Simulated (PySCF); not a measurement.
`O[C@H]1CC=C1[C@H](F)Cl`, C$_{5}$H$_{6}$ClFO

Molfile (atoms numbered from 1):
```
C5H6ClFO
     RDKit          3D

 14 14  0  0  0  0  0  0  0  0999 V2000
   -0.8226    1.2338    1.5533 O   0  0  0  0  0  0  0  0  0  0  0  0
   -0.5640   -0.0000    0.9650 C   0  0  1  0  0  0  0  0  0  0  0  0
   -1.5885   -0.5539   -0.0767 C   0  0  0  0  0  0  0  0  0  0  0  0
   -0.4381   -0.5580   -1.0451 C   0  0  0  0  0  0  0  0  0  0  0  0
    0.4411   -0.0557   -0.1755 C   0  0  0  0  0  0  0  0  0  0  0  0
    1.8719    0.3089   -0.2084 C   0  0  2  0  0  0  0  0  0  0  0  0
    2.3044    0.5525   -1.4745 F   0  0  0  0  0  0  0  0  0  0  0  0
    2.8540   -1.0499    0.4594 Cl  0  0  0  0  0  0  0  0  0  0  0  0
   -1.0373    1.8746    0.8650 H   0  0  0  0  0  0  0  0  0  0  0  0
   -0.3486   -0.6860    1.7862 H   0  0  0  0  0  0  0  0  0  0  0  0
   -2.3926    0.1396   -0.3166 H   0  0  0  0  0  0  0  0  0  0  0  0
   -2.0113   -1.5291    0.1550 H   0  0  0  0  0  0  0  0  0  0  0  0
   -0.3704   -0.8688   -2.0705 H   0  0  0  0  0  0  0  0  0  0  0  0
    2.1014    1.1914    0.4014 H   0  0  0  0  0  0  0  0  0  0  0  0
  1  2  1  0
  2  3  1  0
  3  4  1  0
  4  5  2  0
  5  6  1  0
  6  7  1  0
  6  8  1  0
  5  2  1  0
  1  9  1  0
  2 10  1  1
  3 11  1  0
  3 12  1  0
  4 13  1  0
  6 14  1  1
M  END
```

Theory: PySCF 2.14.0, TDDFT B3LYP/def2-SVPD circular dichroism and optical rotation, one conformer, gas phase. Geometry: GFN2-xTB.

The molecule is flexible and this is one conformer; a measurement averages over conformers. States above about 7.6 eV lie in this functional's continuum (it starts at minus the energy of the highest occupied orbital, well below the true ionisation energy for most functionals) and depend on the basis.

Draw the ECD and absorption spectra from the lowest 12 states, each a Gaussian of half-width 0.3 eV at 1/e height.


| E (eV) | λ (nm) | Δε (L mol⁻¹ cm⁻¹) | ε (L mol⁻¹ cm⁻¹) |
| --- | --- | --- | --- |
| 5.02 | 247 | -0.20 | 82.7 |
| 5.17 | 240 | -0.80 | 341 |
| 5.32 | 233 | -2.01 | 858 |
| 5.47 | 227 | -2.99 | 1360 |
| 5.62 | 221 | -2.37 | 1650 |
| 5.77 | 215 | +0.47 | 2620 |
| 5.92 | 210 | +5.50 | 5380 |
| 6.07 | 204 | +11.43 | 8420 |
| 6.22 | 199 | +13.60 | 8600 |
| 6.37 | 195 | +7.15 | 6060 |
| 6.52 | 190 | -6.55 | 4150 |
| 6.67 | 186 | -19.85 | 4360 |
| 6.82 | 182 | -23.66 | 4920 |
| 6.97 | 178 | -13.29 | 4350 |
| 7.12 | 174 | +4.62 | 3570 |
| 7.27 | 171 | +15.57 | 3420 |
| 7.42 | 167 | +11.53 | 3500 |
| 7.57 | 164 | +0.30 | 3520 |

Δε uses R in velocity form, ε uses f in length form. Only the states computed contribute, so the short-wavelength end is incomplete.
